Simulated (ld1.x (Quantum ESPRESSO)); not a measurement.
**An all-electron radial function and its pseudo partner (lead)**

Columns: radius, all-electron u(r) and pseudo u(r) of the 6p shell (level -3.71 eV) of lead in the configuration [Xe] 4f14 5d10 6s2 6p2; LDA (PZ), scalar-relativistic, TM scheme, ld1.x (Quantum ESPRESSO) 7.5.

| r (bohr) | all-electron | pseudo |
| --- | --- | --- |
| 0.113 | -0.1072 | 0.0017 |
| 0.225 | 0.0598 | 0.0066 |
| 0.338 | 0.1609 | 0.0149 |
| 0.450 | 0.0356 | 0.0266 |
| 0.563 | -0.1312 | 0.0420 |
| 0.675 | -0.2355 | 0.0610 |
| 0.788 | -0.2611 | 0.0841 |
| 0.900 | -0.2242 | 0.1110 |
| 1.013 | -0.1477 | 0.1424 |
| 1.125 | -0.0525 | 0.1777 |
| 1.238 | 0.0489 | 0.2175 |
| 1.350 | 0.1462 | 0.2606 |
| 1.463 | 0.2363 | 0.3069 |
| 1.575 | 0.3151 | 0.3543 |
| 1.688 | 0.3832 | 0.4021 |
| 1.800 | 0.4398 | 0.4473 |
| 1.913 | 0.4864 | 0.4885 |
| 2.025 | 0.5231 | 0.5235 |
| 2.138 | 0.5515 | 0.5516 |
| 2.250 | 0.5723 | 0.5723 |
| 2.363 | 0.5868 | 0.5868 |
| 2.475 | 0.5956 | 0.5956 |
| 2.588 | 0.5995 | 0.5995 |
| 2.700 | 0.5995 | 0.5995 |
| 2.813 | 0.5959 | 0.5959 |
| 2.925 | 0.5895 | 0.5895 |

Question: How many radial nodes do the two functions have?

Answer: The all-electron 6p function has n − l − 1 = 4 (the table is too coarse to show those close to the nucleus); the pseudo-wave has 0, since the states of the same l below it are removed with the core.

Question: At about which radius was the pseudo-wave matched?

Answer: 2.25 bohr. The columns agree to 0.0005 from 2.02 bohr on; several derivatives are matched, so the curves merge somewhat inside the radius.

Question: Is the pseudo-wave norm-conserving?

Answer: Yes: the TM scheme keeps the norm inside the radius equal to the all-electron one, which fixes the energy derivative of the logarithmic derivative at the level.
